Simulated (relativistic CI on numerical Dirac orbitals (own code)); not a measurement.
**Energy levels of Dy16+**

Computed by Dirac-Coulomb-Breit CI, orbitals from a KLI potential per configuration, model QED, unscaled Slater integrals (own radial code, finite nucleus).

CI space (outside the closed core [Ar] 3d10): 4s2 4p6 4d10 4f4, 4s2 4p6 4d10 4f3 5s, 4s2 4p6 4d10 4f2 5s2, 4s2 4p6 4d10 4f2 5s 5p, 4s2 4p6 4d10 4f3 5p, 4s2 4p6 4d10 4f2 5p2, 4s2 4p6 4d10 4f2 5s 5d, 4s2 4p6 4d9 4f5, 4s2 4p6 4d10 4f3 5d, 4s2 4p6 4d10 4f2 5p 5d, 4s2 4p6 4d9 4f3 5s2, 4s2 4p6 4d10 4f2 5d2, 4s2 4p6 4d10 4f3 6s, 4s2 4p6 4d10 4f3 5f, 4s2 4p6 4d9 4f4 5s, 4s2 4p6 4d10 4f3 6p, 4s2 4p6 4d10 4f3 5g, 4s2 4p6 4d10 4f3 6d, 4s2 4p6 4d10 4f3 7s, 4s2 4p6 4d10 4f3 6f, 4s2 4p6 4d10 4f3 7p, 4s2 4p5 4d10 4f3 5s2, 4s 4p6 4d10 4f3 5s2. Levels of other configurations are missing.

The lowest level is 4s2 4p6 4d10 4f4 5I_4, with 95 % of that term; Hund's rules for 4s2 4p6 4d10 4f4 give 5I with J = 4, in agreement.

```tsv
No.	Configuration	Term	J	E (cm⁻¹)	%	Next component (%)	Lifetime (s)	jj configuration (%)
1	4s2 4p6 4d10 4f4	5I	4	0.0	95	5 3H		4f5/2^3 4f7/2 (39)
2	4s2 4p6 4d10 4f4	5I	5	4226.9	97	2 3H	2.21e-01	4f5/2^3 4f7/2 (66)
3	4s2 4p6 4d10 4f4	5I	6	8620.5	98	1 3K	1.57e-01	4f5/2^2 4f7/2^2 (71)
4	4s2 4p6 4d10 4f4	5I	7	13027.8	96	4 3K	1.79e-01	4f5/2^2 4f7/2^2 (46)
5	4s2 4p6 4d10 4f4	5I	8	17372.2	92	8 3K	3.15e-01	4f5/2 4f7/2^3 (42)
6	4s2 4p6 4d10 4f4	5F	1	27571.1	91	8 3D		4f5/2^3 4f7/2 (75)
7	4s2 4p6 4d10 4f4	5F	2	28366.9	85	9 3D	3.38e+01	4f5/2^2 4f7/2^2 (45)
8	4s2 4p6 4d10 4f4	5F	3	30907.4	90	4 3F	9.38e-01	4f5/2^3 4f7/2 (58)
9	4s2 4p6 4d10 4f4	5F	4	32532.2	61	17 3G	6.13e-02	4f5/2^3 4f7/2 (34)
10	4s2 4p6 4d10 4f4	5S	2	32872.8	87	10 3P	2.65e+00	4f5/2^2 4f7/2^2 (46)
11	4s2 4p6 4d10 4f4	3K	6	34099.6	96	1 1I	2.80e-02	4f5/2^2 4f7/2^2 (49)
12	4s2 4p6 4d10 4f4	5F	5	36733.8	79	14 3G	1.64e-01	4f5/2^2 4f7/2^2 (49)
13	4s2 4p6 4d10 4f4	3K	7	36957.5	69	26 3L	2.18e-02	4f5/2^3 4f7/2 (56)
14	4s2 4p6 4d10 4f4	3H	4	37444.5	40	32 5F	1.65e-02	4f5/2^2 4f7/2^2 (55)
15	4s2 4p6 4d10 4f4	5G	2	38702.8	86	11 3F	3.45e-01	4f5/2^3 4f7/2 (47)
16	4s2 4p6 4d10 4f4	5G	3	39372.1	59	34 3G	1.55e-01	4f5/2^3 4f7/2 (88)
17	4s2 4p6 4d10 4f4	3K	8	40445.7	50	21 3L	2.20e-02	4f5/2^3 4f7/2 (60)
18	4s2 4p6 4d10 4f4	3H	5	43729.6	50	20 5G	1.84e-02	4f5/2^2 4f7/2^2 (41)
19	4s2 4p6 4d10 4f4	5G	4	45322.5	71	22 3H	2.41e-02	4f5/2^2 4f7/2^2 (74)
20	4s2 4p6 4d10 4f4	3G	3	46724.9	60	34 5G	4.16e-02	4f5/2^2 4f7/2^2 (73)
21	4s2 4p6 4d10 4f4	3D	2	47754.9	52	15 3P	2.19e-02	4f5/2^2 4f7/2^2 (43)
22	4s2 4p6 4d10 4f4	3L	7	48717.6	73	26 3K	2.32e-02	4f5/2^2 4f7/2^2 (48)
23	4s2 4p6 4d10 4f4	5G	5	50148.3	68	29 3H	3.09e-02	4f5/2 4f7/2^3 (47)
24	4s2 4p6 4d10 4f4	3P	1	50755.9	50	44 3D	2.56e-02	4f5/2^2 4f7/2^2 (70)
25	4s2 4p6 4d10 4f4	3H	6	50896.6	48	48 5G	2.91e-02	4f5/2 4f7/2^3 (51)
26	4s2 4p6 4d10 4f4	3L	8	51171.1	42	27 3M	3.56e-02	4f5/2^2 4f7/2^2 (62)
27	4s2 4p6 4d10 4f4	3M	8	52079.9	37	32 1L	4.34e-02	4f5/2^2 4f7/2^2 (77)
28	4s2 4p6 4d10 4f4	3L	9	52661.8	65	35 3M	6.30e-02	4f5/2^2 4f7/2^2 (83)
29	4s2 4p6 4d10 4f4	3G	4	54267.1	45	18 3H	1.43e-02	4f5/2 4f7/2^3 (72)
30	4s2 4p6 4d10 4f4	3P	0	54657.0	100		2.14e-01	4f5/2^2 4f7/2^2 (90)
```

Energies count from the lowest computed level; lifetimes are radiative, by E1, M1, E2, M2 decay to levels of this space only; some are left blank where a channel outside the calculation adds to the decay or the decay crosses a small, uncertain gap. Filled j subshells are mostly left out of the jj labels.

The mean weight of the leading LS term, summed over parents, in these 30 levels is 71 %, and that of the leading jj configuration (from the same eigenvectors) 59 %, so LS coupling describes them better.

At this charge energies of transitions that change n are usually good to better than 1 %, and those within a shell (Δn = 0) to a few per cent. Terms inside the open d or f shell come out 10 to 20 % too wide with unscaled integrals.

Landé's interval rule says that E(J) − E(J−1) = AJ with one A. For the ground term the intervals give A = 845.4, 732.3, 629.6, 543.1 cm⁻¹ for J = 5, 6, 7, 8; the multiplet is regular.

LS names give the leading component of a level, which can be under half, so a name can repeat, a term be missing and a line seem to break the LS rules.
